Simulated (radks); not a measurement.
Results of a calculation; reference values are marked as such.
Neutral rhenium inside a hard spherical wall (all orbitals vanish at R), configuration held at [Xe] 4f14 5d5 6s2 and not refilled when levels cross. Level of theory: scalar-relativistic Kohn-Sham, PBE, spin-unpolarised, spherical densities, finite nucleus; Fermi nuclear charge, rms radius 5.3698 fm (a radial shooting solver on a logarithmic mesh with Libxc functionals). Eigenvalues in eV, with the zero of energy where the potential of the charges vanishes at infinity; a dash marks a level that is unbound or too diffuse for the functional's potential to be trusted. A positive occupied level is held by the wall or, in an anion where self-interaction has pushed it up, behind a barrier. The pressure on the wall is -dE/dV.

R (bohr) = free: E (hartree) -16689.4328; kinetic (hartree) 18435.881; e(5p) -47.015; e(4f) -42.316; e(6s) -5.941; e(5d) -5.370; e(6p, empty) -1.320; e(7s, empty) -; pressure (GPa) 0
R (bohr) = 20: E (hartree) -16689.4328; kinetic (hartree) 18435.881; e(5p) -47.015; e(4f) -42.316; e(6s) -5.941; e(5d) -5.370; e(6p, empty) -1.319; e(7s, empty) -; pressure (GPa) < 0.0001
R (bohr) = 12: E (hartree) -16689.4328; kinetic (hartree) 18435.882; e(5p) -47.013; e(4f) -42.313; e(6s) -5.939; e(5d) -5.367; e(6p, empty) -1.286; e(7s, empty) 0.749; pressure (GPa) 0.000422
R (bohr) = 10: E (hartree) -16689.4325; kinetic (hartree) 18435.885; e(5p) -46.993; e(4f) -42.294; e(6s) -5.923; e(5d) -5.349; e(6p, empty) -1.188; e(7s, empty) 1.642; pressure (GPa) 0.00800
R (bohr) = 8: E (hartree) -16689.4294; kinetic (hartree) 18435.913; e(5p) -46.838; e(4f) -42.136; e(6s) -5.790; e(5d) -5.209; e(6p, empty) -0.780; e(7s, empty) 4.059; pressure (GPa) 0.155
R (bohr) = 7: E (hartree) -16689.4210; kinetic (hartree) 18435.977; e(5p) -46.545; e(4f) -41.834; e(6s) -5.529; e(5d) -4.946; e(6p, empty) -0.193; e(7s, empty) 6.765; pressure (GPa) 0.707
R (bohr) = 6: E (hartree) -16689.3913; kinetic (hartree) 18436.163; e(5p) -45.815; e(4f) -41.074; e(6s) -4.830; e(5d) -4.296; e(6p, empty) 1.119; e(7s, empty) 11.885; pressure (GPa) 3.40
R (bohr) = 5: E (hartree) -16689.2839; kinetic (hartree) 18436.727; e(5p) -44.044; e(4f) -39.184; e(6s) -2.911; e(5d) -2.698; e(6p, empty) 4.276; e(7s, empty) 22.454; pressure (GPa) 18.1
R (bohr) = 3: E (hartree) -16686.8683; kinetic (hartree) 18446.304; e(5p) -29.315; e(4f) -22.083; e(6s) 23.711; e(5d) 13.199; e(6p, empty) 41.340; e(7s, empty) 116.76; pressure (GPa) 1100
R (bohr) = 2.5: E (hartree) -16683.2263; kinetic (hartree) 18459.886; e(5p) -17.164; e(4f) -7.643; e(6s) 55.231; e(5d) 28.634; e(6p, empty) 80.948; e(7s, empty) 202.99; pressure (GPa) 4420
R (bohr) = 2: E (hartree) -16671.8880; kinetic (hartree) 18500.034; e(5p) 10.896; e(4f) 22.439; e(6s) 135.97; e(5d) 65.342; e(6p, empty) 175.24; e(7s, empty) 392.11; pressure (GPa) 23400
